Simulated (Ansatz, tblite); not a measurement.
# Ligand exchange: C3H7F + C3H9BO → C3H7FO + C3H9B

Species: C3H7F (2-fluoropropane) `CC(C)F`, singlet; C3H9BO `CC(C)BO`, singlet; C3H7FO `CC(C)(O)F`, singlet; C3H9B `BC(C)C`, singlet. The partners trade H for OH: C–H and B–OH bonds give way to C–OH and B–H.

Shapes, held fixed at every level: PBE0-D4/def2-TZVP. Flexible molecules stand in one conformer, not always the lowest. Programs: Ansatz 0.2.0, tblite 0.8.0. The zero-point and thermal change to 298 K, harmonic and unscaled (PBE0-D4/def2-TZVP), is -10.8 kJ/mol.

| level | kind | ΔH(298 K) (kJ/mol) | less CCSD(T)/CBS estimate | CPU time (sum over the molecules) |
| --- | --- | --- | --- | --- |
| GFN2-xTB | semi-empirical | +117.8 | -49.2 | 0.82 s |
| HF/def2-SVP | Hartree–Fock | +160.9 | -6.1 | – |
| BHLYP-D4/def2-TZVPP | global hybrid | +166.7 | -0.3 | 40 s |
| PBE0-D4/def2-TZVPP | global hybrid | +164.5 | -2.5 | 40 s |
| r2SCAN0-D4/def2-TZVPP | global hybrid | +163.9 | -3.1 | 64 s |
| wB97M-V/def2-TZVPP | range-separated hybrid | +163.3 | -3.7 | 2.5 min |
| MP2/def2-SVP | perturbation theory | +173.3 | +6.3 | – |
| CCSD(T)/def2-SVP | coupled cluster or CI | +169.3 | +2.3 | 79 s |
| CCSD(T)/CBS estimate | coupled cluster or CI | +167.0 | 0.0 | 52 min |

The highest level, CCSD(T)/CBS estimate, gives ΔH(298 K) = +167.0 kJ/mol; the levels span +117.8 to +173.3. The column of differences is taken from that level and isn't an error. No measured value is set beside it here. The CBS estimate extrapolates MP2 from def2-TZVPP and def2-QZVPP and adds CCSD(T) − MP2 in the triple-zeta set, cores frozen. Times are processor times on shared x86 and Arm servers, and rough.
